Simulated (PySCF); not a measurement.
**How exact exchange moves a shielding**

Molecule: `InChI=1S/C2H6O3Si/c1-2(3)5-6-4/h4H,6H2,1H3`.

Cartesian coordinates in Å; atom numbers follow the order of the lines, from 1:
```xyz
12

C     2.123   -0.057    0.040
C     0.664   -0.284    0.283
O     0.226   -1.032    1.129
O    -0.108    0.428   -0.538
Si   -1.825    0.471   -0.560
O    -2.405   -0.596    0.543
H     2.718   -0.652    0.740
H     2.367   -0.330   -0.997
H     2.352    1.012    0.153
H    -2.188    1.879   -0.254
H    -2.208    0.121   -1.952
H    -1.669   -1.004    1.039
```

GIAO shieldings (ppm, equivalent atoms averaged) in PySCF 2.14.0 with density-fitted response routines on the PBE0-D3(BJ)/def2-SVP geometry, basis pcSseg-1, gas phase, non-relativistic:

| functional | exact exchange (%) | σ(O4) | σ(O6) | σ(Si5) |
| --- | --- | --- | --- | --- |
| BLYP | 0 | 100.9 | 281.7 | 344.4 |
| BP86 | 0 | 104.3 | 284.6 | 347.1 |
| PBE | 0 | 103.6 | 284.9 | 347.2 |
| B3LYP | 20 | 113.1 | 289.5 | 357.5 |
| mPW1PW91 | 25 | 118.4 | 293.6 | 364.2 |
| BHandHLYP | 50 | 130.4 | 298.6 | 378.8 |
| HF | 100 | 157.8 | 310.1 | 418.7 |

(1) Fit each shielding as a line in the percentage of exact exchange.

(2) What does the line predict for PBE0 (25 %), and what does the run give?

## Answers

(1) σ(O4) = 103.1 + 0.55 x (rms 1.2 ppm); σ(O6) = 284.4 + 0.27 x (rms 1.5 ppm); σ(Si5) = 345.4 + 0.72 x (rms 1.8 ppm). The functionals also differ in their semilocal parts, which the line can't hold; Hartree–Fock has no correlation at all.

(2) σ(O4): 116.8 predicted, 118.5 computed; σ(O6): 291.1 predicted, 293.9 computed; σ(Si5): 363.4 predicted, 364.5 computed ppm.
